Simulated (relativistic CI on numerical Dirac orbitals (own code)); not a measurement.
**Ligand-field terms of d8**

Computed with a parametric ligand-field model of a d^n configuration (Racah B and C, spin-orbit zeta, crystal field), exact diagonalisation.

Field parameters in Wybourne normalisation: Oh B⁴₀ = 21Dq, B⁴₄ = √(5/14) B⁴₀. The field is a parameter set, without covalency, and values of 10Dq over about 45,000 cm⁻¹ lie beyond real compounds.

B = 1000 cm⁻¹, C = 3610 cm⁻¹ (C/B = 3.61), Oh, no spin-orbit coupling. Tanabe-Sugano data, E/B above the lowest term (Δ = |10Dq|; b, c mark the second and third term of a kind):

```
 Δ/B   3A2    3T2    3T1     1E    1T2    1A1
 1.0  0.00   1.00   1.79  12.95  13.61  19.99
 3.0  0.00   3.00   5.29  13.80  16.22  21.33
 5.0  0.00   5.00   8.68  14.22  18.64  22.44
 7.0  0.00   7.00  11.92  14.46  20.93  23.36
 9.0  0.00   9.00  15.00  14.61  23.14  24.13
11.0  0.00  11.00  17.92  14.71  25.29  24.77
13.0  0.00  13.00  20.68  14.78  27.41  25.30
15.0  0.00  15.00  23.29  14.84  29.50  25.75
17.0  0.00  17.00  25.79  14.88  31.58  26.14
19.0  0.00  19.00  28.19  14.91  33.64  26.47
21.0  0.00  21.00  30.51  14.94  35.69  26.76
23.0  0.00  23.00  32.78  14.97  37.73  27.01
25.0  0.00  25.00  35.00  14.99  39.77  27.23
27.0  0.00  27.00  37.18  15.00  41.80  27.42
29.0  0.00  29.00  39.34  15.02  43.83  27.60
31.0  0.00  31.00  41.47  15.03  45.85  27.75
33.0  0.00  33.00  43.58  15.04  47.87  27.89
35.0  0.00  35.00  45.68  15.05  49.89  28.02
37.0  0.00  37.00  47.77  15.06  51.91  28.13
39.0  0.00  39.00  49.84  15.07  53.92  28.24
41.0  0.00  41.00  51.91  15.08  55.94  28.34
43.0  0.00  43.00  53.97  15.08  57.95  28.42
45.0  0.00  45.00  56.03  15.09  59.96  28.50
47.0  0.00  47.00  58.08  15.09  61.97  28.58
```

The ground term stays 3A2.
